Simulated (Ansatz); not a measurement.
Reaction (formal exchange of groups at the Si–Si bond): `F[SiH](F)[SiH](F)F` + `CC` → 2 `C[SiH](F)F`

Program: Ansatz. Geometries: PBE0-D4/def2-TZVP. ΔE: electronic, gas phase. CCSD(T)/CBS is the MP2 limit (def2-TZVPP, def2-QZVPP) plus CCSD(T) − MP2 in def2-TZVPP, frozen cores. This one scheme is used for every species. DFT in def2-TZVPP. One conformer a species, not always the lowest.

`F[SiH](F)[SiH](F)F`:

Z-matrix (Å, degrees):
```
Si
F 1 1.591
Si 1 2.360 2 108.1
F 1 1.588 2 107.9 3 -118.1
H 1 1.480 2 107.9 3 125.2
F 3 1.588 1 109.3 2 -69.3
F 3 1.591 1 108.1 2 173.5
H 3 1.480 1 115.3 2 52.8
```

`CC`:

Cartesian coordinates in Å:
```
C 0.324 -0.685 -0.046
C -0.324 0.685 0.046
H -0.192 -1.413 0.586
H 0.304 -1.068 -1.069
H 1.368 -0.655 0.273
H 0.192 1.413 -0.586
H -0.304 1.068 1.069
H -1.368 0.655 -0.273
```

`C[SiH](F)F`:

Cartesian coordinates in Å:
```
C 0.678 0.714 -0.084
Si -0.601 -0.604 0.026
F -1.552 -0.330 1.271
F 0.095 -2.011 0.281
H 1.272 0.755 0.833
H 0.211 1.690 -0.234
H 1.353 0.525 -0.922
H -1.457 -0.739 -1.170
```

Problem. Is it downhill or uphill in electronic energy at CCSD(T)/CBS, and by how much? (An estimate is asked.)

Solution. The calculation gave: Downhill: ΔE = -110.0 kJ/mol.

Problem. What do these levels give: PBE-D4, r2SCAN-D4, ωB97X-V, PBE, PBE0, HF/def2-TZVPP, MP2/def2-TZVPP, SCS-MP2/def2-TZVPP, CCSD/def2-TZVPP, CCSD(T)/def2-TZVPP, HF/def2-QZVPP, MP2/CBS(def2)? (An estimate is asked.)

Solution. Ansatz gave: PBE-D4 -94.1, r2SCAN-D4 -111.4, ωB97X-V -104.4, PBE -94.6, PBE0 -101.7, HF/def2-TZVPP -107.8, MP2/def2-TZVPP -116.8, SCS-MP2/def2-TZVPP -110.4, CCSD/def2-TZVPP -109.7, CCSD(T)/def2-TZVPP -109.6, HF/def2-QZVPP -107.6, MP2/CBS(def2) -117.3 kJ/mol.

Largest T1 diagnostic among the species: 0.013.

From PBE to PBE0 (25 % exact exchange), in def2-TZVPP and without D4, ΔE moves by −7.2 kJ/mol.
